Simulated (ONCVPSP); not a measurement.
**How hard is this H ONCV potential?**

* Element: H
* Generator: ONCVPSP 4.0.1
* Type: optimised norm-conserving Vanderbilt (ONCV)
* Functional: PBE
* Relativity: scalar-relativistic
* Frozen core: none
* Valence charge: 1
* Reference configuration: 1s1
* Partial waves: 1s: rc 1.05 bohr, ncon 4, nbas 8, qcut 5.7 1/bohr, 2 projectors, debl 3.3 Ha; p scattering state at 0.13 Ha: rc 0.95 bohr, ncon 4, nbas 7, qcut 7.1 1/bohr, local
* Local potential: the p channel
* Core correction: none

Task: For each optimised wave give the share of its norm inside rc, the residual kinetic energy above qcut (Ha) and the cutoffs (Ha) for errors of 10, 1, 0.1 and 0.01 mHa per electron.

Result:

```
         wave  norm inside rc  residual KE  10 mHa  1 mHa  0.1 mHa  0.01 mHa
           1s           0.320      7.5e-04     7.9   15.3     77.9     153.2
s projector 2           0.092      3.1e-03    11.4   20.1     47.3     111.6
p projector 1           0.004      9.2e-07     0.8    2.4      6.3      14.2
```

The occupied waves need 15 Ha and 78 Ha for 1 and 0.1 mHa. Rows with under 1 % of the norm inside rc give no meaningful cutoff.
